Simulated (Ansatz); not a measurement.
System: C6H8 (charge 0, singlet). 
Structure (B3LYP-D3(BJ)/def2-TZVP (Ansatz, a first-principles code) minimum search):
SMILES: C1CC2=C1CC2
```xyz
14

C      1.5931    -0.6391    -0.1154
C      1.4364     0.9221     0.2153
C     -0.0643     0.6399     0.1356
C      0.0643    -0.6399    -0.1356
C     -1.4364    -0.9221    -0.2153
C     -1.5931     0.6391     0.1154
H      2.0950    -0.8500    -1.0619
H      2.0723    -1.2202     0.6750
H      1.8503     1.5867    -0.5457
H      1.8276     1.2165     1.1911
H     -1.8276    -1.2165    -1.1911
H     -1.8503    -1.5867     0.5457
H     -2.0723     1.2202    -0.6750
H     -2.0950     0.8500     1.0619
```

Basis-set convergence of Hartree-Fock and CCSD correlation energies (hartree) with Ansatz. Valence correlation only, unless marked. Spin-orbit coupling is left out. Non-relativistic.

```tsv
basis	functions	E(HF)	E(corr, CCSD)
aug-cc-pVDZ	210	-231.74314	-0.89695
aug-cc-pVTZ	460	[?]	[?]
```

Question: Complete the blanks.

Answer: 
- aug-cc-pVTZ, E(HF): -231.79550
- aug-cc-pVTZ, E(corr, CCSD): -1.04242
